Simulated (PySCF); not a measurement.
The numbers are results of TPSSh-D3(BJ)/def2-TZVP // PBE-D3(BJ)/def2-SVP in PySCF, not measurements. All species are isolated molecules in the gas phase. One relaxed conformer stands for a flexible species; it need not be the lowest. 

Reference species: [W(OH)6] (neutral, multiplicity 1).

| Property | Value |
|---|---|
| HOMO–LUMO gap | 4.71 eV |
| LUMO | -3.18 eV |
| coordination number | 6 |
| mean distance from the central atom to its bonded neighbours | 1.939 Å |

Changed species: [W(OH)2(NH2)4] (4 of 6 OH replaced by NH2; the reference has 0 of 6 OH replaced by NH2).

Task: What does the change do to the HOMO–LUMO gap, LUMO, coordination number and mean distance from the central atom to its bonded neighbours?

Result: the HOMO–LUMO gap falls by 1.15 eV, to 3.56 eV; the LUMO rises by 0.83 eV, to -2.35 eV; the coordination number is nearly the same; the mean distance from the central atom to its bonded neighbours goes up by 0.057 Å, to 1.996 Å.
